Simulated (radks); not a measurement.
Pt XXXIX, 40 electrons, occupied as [Kr] 4d4.

All-electron calculation, scalar-relativistic Kohn-Sham, LDA (Slater exchange, VWN5 correlation), spin-polarised, spherical densities, finite nucleus; open shells are filled with parallel spins first (spin-orbit coupling, left out, can overturn this in heavy ions); Fermi nuclear charge, rms radius 5.427 fm. Program: a radial shooting solver on a logarithmic mesh with Libxc functionals.

Energy parts (Ry):
total: -35063.6676
kinetic: 39277.7461
electron-nucleus: -81945.9978
Hartree: 8158.2813
exchange-correlation: -553.6972

Orbitals (lengths in bohr, moments of r in powers of bohr):
orbital  occ.  eigenvalue (Ry)       <r^4>  <1/r>      <r>      <r^2>
1s up       1        -5879.399   4.531e-07  93.83  0.01716  0.0004068
1s down     1        -5879.384   4.531e-07  93.83  0.01716  0.0004068
2s up       1        -1134.116  0.00006662  22.00  0.07239   0.006207
2s down     1        -1133.779  0.00006662  22.00  0.07239   0.006206
2p up       3        -999.8744  0.00005359  19.66  0.06523   0.005201
2p down     3        -999.5885  0.00005357  19.66  0.06522   0.005200
3s up       1        -357.2161    0.002322  8.230   0.1857    0.03941
3s down     1        -356.9831    0.002316  8.233   0.1857    0.03937
3p up       3        -318.0084    0.002501  7.543   0.1862    0.04015
3p down     3        -317.7611    0.002493  7.546   0.1861    0.04010
3d up       5        -276.1680    0.001878  7.105   0.1681    0.03298
3d down     5        -275.8580    0.001872  7.106   0.1681    0.03294
4s up       1        -157.7130     0.03674  3.889   0.3802     0.1625
4s down     1        -156.9069     0.03683  3.887   0.3804     0.1626
4p up       3        -143.3847     0.04317  3.609   0.3934     0.1750
4p down     3        -142.5911     0.04335  3.605   0.3937     0.1753
4d up       4        -127.0496     0.04553  3.374   0.3930     0.1765
4d down     0        -126.2554     0.04579  3.372   0.3934     0.1769

The highest occupied level is 4d up at -1728.6 eV. The density falls to 0.001 e/bohr^3 at r = 1.05 bohr. Spin moment in Bohr magnetons: 4. Summed over all electrons, <r^2> = 2.776 bohr^2, which gives a Langevin (diamagnetic) susceptibility term of -2.2 x 10^-6 cm^3/mol. For comparison, the ionisation energy in NIST's Atomic Spectra Database is 1763 eV (theoretical). In exact Kohn-Sham theory the highest level is minus the ionisation energy, but local and semilocal functionals leave it too shallow, through self-interaction and a potential that decays too fast; potentials with the right tail come closer.
